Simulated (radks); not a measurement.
Species: Ne V. Configuration: [He] 2s2 2p1 3d1 (not the ground configuration). All-electron calculation, Dirac Kohn-Sham, LDA (Slater exchange, Perdew-Zunger correlation), spin-unpolarised, spherical densities, finite nucleus; open shells fill j = l - 1/2 first; Fermi nuclear charge, rms radius 3.0055 fm. Program: a radial shooting solver on a logarithmic mesh with Libxc functionals.

Unscreened Slater integrals over Kohn-Sham orbitals (hartree). Large and small components are both included. Empty in this configuration: 2p3/2.

integral,value
"F0(3d3/2,3d3/2)",0.47237
"F2(3d3/2,3d3/2)",0.24145
"F0(3d3/2,2p1/2)",0.60877
"G1(3d3/2,2p1/2)",0.13280
"F0(3d3/2,2s1/2)",0.60564
"G2(3d3/2,2s1/2)",0.11546
"F0(3d3/2,1s1/2)",0.62314
"G2(3d3/2,1s1/2)",0.0012917
"F0(3d3/2,2p3/2)",0.60871
"F2(3d3/2,2p3/2)",0.15712
"G1(3d3/2,2p3/2)",0.13312
"G3(3d3/2,2p3/2)",0.076186
"F0(2p1/2,2p1/2)",1.3576
"F0(2p1/2,2s1/2)",1.2735
"G1(2p1/2,2s1/2)",0.75177
"F0(2p1/2,1s1/2)",1.8720
"G1(2p1/2,1s1/2)",0.28271
"F0(2p1/2,2p3/2)",1.3565
"G2(2p1/2,2p3/2)",0.63831
"F0(2s1/2,2s1/2)",1.2180
"F0(2s1/2,1s1/2)",1.7118
"G0(2s1/2,1s1/2)",0.15138
"F0(2s1/2,2p3/2)",1.2727
"G1(2s1/2,2p3/2)",0.75195
"F0(1s1/2,1s1/2)",5.9581
"F0(1s1/2,2p3/2)",1.8683
"G1(1s1/2,2p3/2)",0.28193
"F0(2p3/2,2p3/2)",1.3553
"F2(2p3/2,2p3/2)",0.63831
